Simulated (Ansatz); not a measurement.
A nudged elastic band was laid between two geometries of CH8GeN2Si (13 atoms, charge 0, multiplicity 1).

Theory: Ansatz 0.2.0, RHF/def2-SVP.

```yaml
movable_images: 5
climbing_image: yes
spring: 5.0 eV/Å²
optimiser: quadratic models (default)
start_path: through a guess of the saddle point
force_threshold: 0.05 eV/Å
iteration_limit: 60
end_points: relaxed
```

First end point:

```xyz
13
Properties=species:S:1:pos:R:3
N 0.878 1.339 1.218
C -0.370 1.489 1.169
Ge -1.437 0.224 0.074
Si 0.095 -1.534 -0.563
N 1.543 -0.907 -1.256
H 1.326 2.035 1.799
H -0.866 2.301 1.716
H -2.643 -0.234 0.917
H -2.004 1.020 -1.119
H -0.544 -2.420 -1.567
H 0.362 -2.325 0.662
H 1.662 -0.865 -2.248
H 2.017 -0.159 -0.785
```

Last end point:

```xyz
13
Properties=species:S:1:pos:R:3
N 0.979 1.196 0.800
C -0.255 1.332 1.024
Ge -1.606 0.217 0.050
Si -0.648 -1.865 -0.864
N 1.192 -1.022 -1.133
H 1.548 1.826 1.346
H -0.597 2.080 1.751
H -2.740 -0.028 1.069
H -2.194 1.205 -0.986
H 1.901 -1.733 -1.042
H -0.222 -2.333 0.514
H 1.282 -0.630 -2.057
H 1.379 -0.280 -0.455
```

Question: Which bonds break or form, and what moves?

Answer: Bonds broken: Si4–H10. Bonds formed: N5–H10.

Question: What energy profile does the band end with?

Answer: The forces met the threshold. The highest image is number 3 of 0 to 6, 88.7 kcal/mol above the first end and 62.9 kcal/mol above the last; the last end lies 25.8 kcal/mol above the first. Neighbouring images differ by up to 2.8 eV, so the band resolves the path poorly. A vibrational analysis at the climbing image gives one clearly imaginary mode, 2092i cm⁻¹: a first-order saddle point. The orbitals stay closed-shell, which can raise the energy where a bond breaks towards radicals; this wasn't checked here.

```tsv
image	path coordinate (Å)	energy (kcal/mol)	Si4–H10 (Å)	N5–H10 (Å)
0	0.00	0.0	1.48	2.60
1	0.76	0.8	1.48	2.57
2	1.53	24.0	1.47	2.11
3	2.29	88.7	1.61	1.38
4	3.24	34.7	2.38	1.01
5	4.18	28.2	2.56	1.01
6	5.12	25.8	2.56	1.01
```

Question: What is the geometry of the highest image?

Answer: 
```xyz
13
Properties=species:S:1:pos:R:3
N 0.845 1.319 1.200
C -0.379 1.568 1.060
Ge -1.561 0.267 0.138
Si -0.264 -1.654 -0.554
N 1.393 -1.112 -1.269
H 1.326 2.064 1.685
H -0.815 2.502 1.435
H -2.698 -0.109 1.109
H -2.215 1.016 -1.040
H 0.647 -2.159 -1.776
H 0.155 -2.311 0.711
H 1.363 -0.406 -1.983
H 2.223 -1.021 -0.702
```

Time of the run: 2.5 min on 2 threads of Intel(R) Xeon(R) 6975P-C (Granite Rapids) (shared host), peak memory 0.39 GiB.
